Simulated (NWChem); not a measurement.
Species: GeSiH$_{5}$ cation

```xyz
7

Si    -0.0001     1.6241    -0.0024
Ge    -0.0001    -0.7907    -0.0040
H     -1.2710     2.0086    -0.6634
H      1.2511     2.0052    -0.7021
H      0.0236     1.8608     1.4695
H     -1.2704    -1.6558     0.0295
H      1.2726    -1.6522     0.0299
```
Atoms are numbered in this order, from 1.

All runs: NWChem. Medium grid unless said otherwise, to which SCAN and Minnesota functionals are sensitive. Structure relaxed at the PBE0/def2-SVP level. Hybrids' shares of exact exchange are those that their runs print; pure functionals count as 0. The functionals differ in more than this share.

| row | share of exact exchange | orbital gap (eV) |
|---|---|---|
| PBE/def2-SVP | 0.00 | 3.23 |
| M06-L/def2-SVP | 0.00 | 3.78 |
| TPSSh/def2-SVP | 0.10 | 4.31 |
| B3LYP/def2-SVP | 0.20 | 4.75 |
| BHandHLYP/def2-SVP | 0.50 | withheld |

Q: Fit a straight line of the last column on the one before it, predict the withheld value, and compare with the run.

A: 
1. Means of the 4 shown rows: x = 0.075, y = 4.018. Slope Σ(x − x̄)(y − ȳ)/Σ(x − x̄)² = 0.1758/0.02750 = 6.391; intercept 3.538.
2. The shown rows scatter about the line by 0.209 (root mean square); the largest residual is -0.31, at PBE/def2-SVP.
3. At x = 0.50 (BHandHLYP/def2-SVP; beyond the shown range) the line gives 6.73.
4. The run gives 7.15, +0.42 from the line, 2.0 times the scatter.
